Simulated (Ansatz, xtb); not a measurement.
**Relaxing a trial structure of AlFGeH6Si**

The starting geometry of this gas-phase singlet was built from a drawn formula by distance geometry and a force field; its bonds are those of `[F][GeH2][AlH][SiH3]`.

```xyz
10

Al    0.0055   -0.5152    0.7311
F    -3.1555    0.7974    0.2306
Ge   -1.8257    0.1535   -0.7147
Si   -0.2673   -0.3567    3.0600
H    -1.3385    1.3183   -1.6634
H    -2.2708   -0.9794   -1.5954
H     1.3623   -1.0849    0.0910
H     0.7717    0.5491    3.6327
H    -1.5681    0.2359    3.3776
H    -0.1265   -1.7186    3.6635
```

Question: Predict what becomes of its bonds when it is optimised with r2SCAN-D4/def2-SVP.

Answer: It keeps its bonds, and is `[F][GeH2][AlH][SiH3]`.

The energy falls by 0.18 eV over 7 steps:

```tsv
step	E − E(last) (eV)
1	0.179
2	0.012
3	0.002
4	0.001
5	0.000
6	0.000
7	0.000
```

Final geometry (Å):

```
atom    x (Å)    y (Å)    z (Å)
  Al   0.0407  -0.5330   0.7109
   F  -3.0940   0.7334   0.1826
  Ge  -1.7704   0.1710  -0.8374
  Si  -0.2520  -0.3465   3.1405
   H  -1.4534   1.3633  -1.7689
   H  -2.3919  -0.9370  -1.7181
   H   1.3887  -1.1041   0.0808
   H   0.8193   0.5255   3.7243
   H  -1.5809   0.2236   3.5188
   H  -0.1191  -1.6968   3.7794
```

From the same start GFN2-xTB ends elsewhere, in pieces: AlFH4Si + GeH2.

The end wasn't checked by frequencies. Run with Ansatz 0.2.0, 9.6 s on 2 threads of Intel(R) Xeon(R) 6975P-C (Granite Rapids), with other jobs on the host.
